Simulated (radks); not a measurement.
Results of a calculation; reference values are marked as such.
Coulomb parameter of the 4f shell of the erbium ion Er3+ in the model configuration [Xe] 4f10 6s1, as a second difference U = [E(n + 0.5) + E(n - 0.5) - 2 E(n)] / (0.5)^2 with all orbitals relaxed. "Bare": the charge of the atom changes with n. "Screened": the 6s shell takes up the change at fixed total charge, which measures U(4f,4f) + U(6s,6s) - 2 U(4f,6s). Level of theory: scalar-relativistic Kohn-Sham, r2SCAN, spin-unpolarised, spherical densities, finite nucleus; meta-GGA in the generalised Kohn-Sham scheme; Fermi nuclear charge, rms radius 5.2516 fm (a radial shooting solver on a logarithmic mesh with Libxc functionals).

case               configuration  E - E(n) (eV)
start              [Xe] 4f10 6s1          0.000
bare +0.5        [Xe] 4f10.5 6s1        -20.583
bare -0.5         [Xe] 4f9.5 6s1         25.851
screened +0.5  [Xe] 4f10.5 6s0.5         -9.238
screened -0.5   [Xe] 4f9.5 6s1.5         11.386

U(bare) = 21.070 eV, U(screened by 6s) = 8.593 eV, against the Slater integral F0(4f,4f) = 34.598 eV with frozen orbitals.
